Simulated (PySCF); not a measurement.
Ionising CsPb

PBE; Cs def2-SVPD with ECP46, Pb def2-SVPD with ECP60; scalar-relativistic core potentials (PySCF 2.14). Neutral (UKS): quartet (σ ↑, π ↑↑), Re = 3.644 Å, ωe = 71.8 cm⁻¹, De = 1.31 eV, HOMO -2.73 eV, LUMO -2.04 eV.

CsPb⁺ (UKS): triplet (σ ↑, π ↑), Re = 4.330 Å, ωe = 35.1 cm⁻¹. The energies at the minima are -213.05451 hartree for CsPb and -212.87187 for CsPb⁺.

Problem. Work out the adiabatic ionisation energy, without and with harmonic zero-point energies (1 hartree = 27.2114 eV, 1 eV = 8065.5 cm⁻¹), and the change of the bond length.

Solution. At PBE: 0.18264 hartree = 4.970 eV between the minima; the zero-point term (35.1 − 71.8)/2 cm⁻¹ = -0.002 eV makes it 4.968 eV. Re changes by +68.6 pm against the neutral. The electron leaves a π orbital, and the ion is left as a loose complex of an ion and an atom.

These are scalar-relativistic numbers at best; spin–orbit coupling would shift them, the dissociation energy most. States were picked by a PBE0 search and need not be the measured ground states.
